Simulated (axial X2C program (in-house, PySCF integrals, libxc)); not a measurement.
## Potential curves of MoS, scalar-relativistic

Computed with an axial X2C code built on PySCF integrals. Spin-free means the one-electron spin-free X2C Hamiltonian. Basis: Mo dyall-cv3z [11s12p9d5f3g], S dyall-av3z [9s8p3d2f] (cores contracted in-house); Gaussian nuclei, density fitting, unrestricted open shells. Masses: Mo 97.905 u, S 31.972 u.

State: M_S = 2, Λ = 1 (beyond evenly filled blocks: σα, π+α, δ+α, δ-α). Energies in eV from the fragments at the same level (Mo + S). Fits are polynomials in 1 − R0/R over 0.85 to 1.23 times the lowest point R0.

```tsv
R (Å)	CCSD(T)	CCSD	PBE0
2.0107	-3.0970	-2.7924	-3.3921
2.0748	-3.2399	-2.9573	-3.5382
2.1390	-3.2747	-3.0139	-3.5694
2.2139	-3.2232	-2.9886	-3.5040
2.2887	-3.1109	-2.9029	-3.3689
2.3850	-2.9205	-2.7443	-3.1402
```

Correlated methods: 12 electrons correlated (number of frozen shells: Mo 4 s, 3 p, 1 d; S 2 s, 1 p), 292 virtual spin orbitals or spinors in MP2, 90 natural virtuals in coupled cluster.

The state is one determinant whose occupation by symmetry is held fixed; it was picked as the lowest of a PBE0 search that is not exhaustive. De is counted from the lowest determinant-based energies of the atoms at the same level, without counterpoise correction. CCSD and (T) use frozen natural virtuals with an MP2 correction for the truncation; (T) itself is uncorrected, so its De runs slightly low. Without a current term, density functionals place determinants with orbital angular momentum somewhat too high. The determinant is spin-polarised beyond a pure state at some levels (its spin-free form has ⟨S²⟩ too high), which makes Re and μ there less reliable. The T1 diagnostic is large, a sign of multireference character. With the outer-core shells frozen, correlated bond lengths of heavy atoms tend to come out a few hundredths of an ångström too long. Coupled cluster ran on the points near the minimum only. MP2 and coupled cluster on one determinant become unreliable at the stretched end.

What are Re, ωe and De at the CCSD(T) level?

At CCSD(T), spin-free: Re = 2.133 Å, ωe ≈ 457 cm⁻¹, De = 3.27 eV to Mo + S; Be follows as 0.154 cm⁻¹.

What are Re, ωe and De at the CCSD level?

At CCSD, spin-free: Re = 2.153 Å, ωe ≈ 427 cm⁻¹, De = 3.02 eV to Mo + S; Be follows as 0.151 cm⁻¹.

Fit the PBE0 curve near its minimum: give the equilibrium distance, the harmonic wavenumber and the well depth.

At PBE0, spin-free: Re = 2.128 Å, ωe ≈ 487 cm⁻¹, De = 3.57 eV to Mo + S; Be follows as 0.155 cm⁻¹.
